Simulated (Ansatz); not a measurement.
Reaction (redistribution): `B[SiH](C)OC` + `OC[SiH](F)S` → `B[SiH](O)OC` + `CC[SiH](F)S`

Computed with Ansatz on PBE0-D4/def2-TZVP structures; ΔE is electronic, products minus reactants. CBS: MP2 limit from def2 TZ/QZ plus the TZ coupled-cluster correction, frozen cores. Functionals use def2-TZVPP. B3LYP here is the variant with VWN-RPA as its local correlation; programs differ in this. One conformer a species, not always the lowest.

`B[SiH](C)OC`:

```xyz
14

B     0.562    1.436   -1.911
Si    0.002    0.020   -0.609
C     1.483   -0.831    0.168
O    -0.982    0.683    0.542
C    -1.646   -0.090    1.509
H     1.274    1.143   -2.829
H     0.217    2.578   -1.830
H    -0.776   -1.030   -1.350
H     1.167   -1.621    0.853
H     2.102   -0.124    0.727
H     2.103   -1.289   -0.606
H    -2.344    0.553    2.048
H    -0.945   -0.520    2.235
H    -2.215   -0.910    1.052
```

`OC[SiH](F)S`:

```xyz
10

O     1.095    1.266    0.132
C     0.224    0.622   -0.793
Si   -0.518   -0.924   -0.022
F     0.729   -1.902    0.240
S    -1.476   -0.408    1.790
H     1.853    0.693    0.282
H    -0.568    1.337   -1.028
H     0.735    0.391   -1.738
H    -1.484   -1.658   -0.872
H    -0.590    0.584    2.008
```

`B[SiH](O)OC`:

Cartesian coordinates in Å:
```
B 1.527 1.345 -1.082
Si 0.711 -0.192 -0.074
O 1.359 -0.344 1.438
O -0.888 0.183 -0.078
C -1.927 -0.715 0.246
H 1.576 2.431 -0.578
H 1.975 1.243 -2.186
H 0.882 -1.558 -0.638
H 1.424 0.457 1.961
H -1.720 -1.723 -0.130
H -2.852 -0.356 -0.208
H -2.067 -0.770 1.330
```

`CC[SiH](F)S`:

Cartesian coordinates in Å:
```
C -0.370 -1.659 -0.202
C 0.507 -0.441 0.086
Si -0.349 1.176 -0.237
F -1.691 1.195 0.640
S 0.873 2.855 0.213
H 0.167 -2.589 -0.001
H -0.689 -1.684 -1.247
H -1.270 -1.655 0.417
H 0.842 -0.447 1.129
H 1.417 -0.459 -0.524
H -0.753 1.360 -1.651
H 1.316 2.350 1.377
```

```csv
level,ΔE (kcal/mol),difference from CCSD(T)/CBS
r2SCAN-D4,-38.8,1.9
PBE0-D4,-37.9,2.8
B3LYP-D4,-38.9,1.8
ωB97X-V,-38.9,1.8
ωB97M-V,-39.3,1.4
B2PLYP,-40.6,0.1
B3LYP,-39.3,1.4
HF/def2-TZVPP,-43.0,-2.3
MP2/def2-TZVPP,-42.3,-1.6
CCSD/def2-TZVPP,-40.9,-0.2
CCSD(T)/def2-TZVPP,-40.5,0.2
HF/def2-QZVPP,-43.2,-2.5
MP2/def2-QZVPP,-42.5,-1.8
SCS-MP2/def2-QZVPP,-42.2,-1.5
MP2/CBS(def2),-42.5,-1.8
CCSD/CBS(def2),-41.2,-0.5
CCSD(T)/CBS,-40.7,0
```

Largest T1 diagnostic among the species: 0.012.

From PBE to PBE0 (25 % exact exchange), in def2-TZVPP and without D4, ΔE moves by −1.7 kcal/mol.

CCSD(T)/CBS has its own doubt, a few kJ/mol and more with outer-core shells, so smaller differences from it don't rank the levels.
